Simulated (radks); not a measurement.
Polarisability of the lanthanum ion La2+, [Xe] 5d1, at imaginary frequency. Method: scalar-relativistic Kohn-Sham, LB94 model potential, spin-unpolarised, spherical densities, finite nucleus; Fermi nuclear charge, rms radius 4.855 fm; computed with a radial shooting solver on a logarithmic mesh with Libxc functionals. Response by self-consistent Sternheimer equations with the Hartree and adiabatic LDA kernel, the relativistic mass of each level held fixed and spin-orbit coupling left out.

w (hartree),alpha1(iw) (bohr^3)
0.00266,14.68
0.0143,14.67
0.0360,14.57
0.0697,14.28
0.118,13.64
0.186,12.59
0.280,11.19
0.413,9.507
0.605,7.591
0.892,5.525
1.35,3.554
2.12,1.987
3.59,0.9541
6.94,0.3567
17.5,0.07895

Static values: alpha1 = 14.69 bohr^3 (2.176 angstrom^3; uncoupled 21.07). C6 = 103.8, triple-dipole C9 = 1020 atomic units. One-pole (London) frequency 4 C6 / (3 alpha1^2) = 0.642 hartree, against 0.746 for minus the highest occupied eigenvalue.
